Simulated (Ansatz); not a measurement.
Total energies of [InClH3]- (InH₃Cl⁻) from Ansatz at PBE0-D4/def2-TZVPD, gas phase (1 Eh = 27.2114 eV = 2625.5 kJ/mol). The reference geometry is relaxed at PBE0-D4/def2-TZVPD.

```xyz
5

In   -0.088    0.115    0.182
Cl    0.851   -1.115   -1.776
H    -1.136   -1.057    0.982
H    -0.951    1.481   -0.523
H     1.324    0.576    1.135
```

| state | geometry | energy (Eh) |
| --- | --- | --- |
| charge -1 singlet | reference | -652.08457 |
| charge 0 doublet | reference | -651.91055 |
| charge 0 doublet | relaxed at PBE0-D4/def2-TZVPD | -651.93407 |

In the def2 sets In takes a core potential; there is no spin–orbit coupling.

Work out the vertical ionisation energy to the doublet.

E(charge 0 doublet) − E(charge -1 singlet) = -651.91055 − (-652.08457) = 0.17402 Eh = 4.74 eV. For comparison, −ε of the highest occupied level is 2.77 eV at this level, 1.97 eV less.

How much does the charge 0 doublet relax, and what is the adiabatic ionisation energy?

Relaxation: -651.91055 − (-651.93407) = 0.02352 Eh = 0.64 eV. Adiabatic ionisation energy: 0.15050 Eh = 4.10 eV, without zero-point energy.
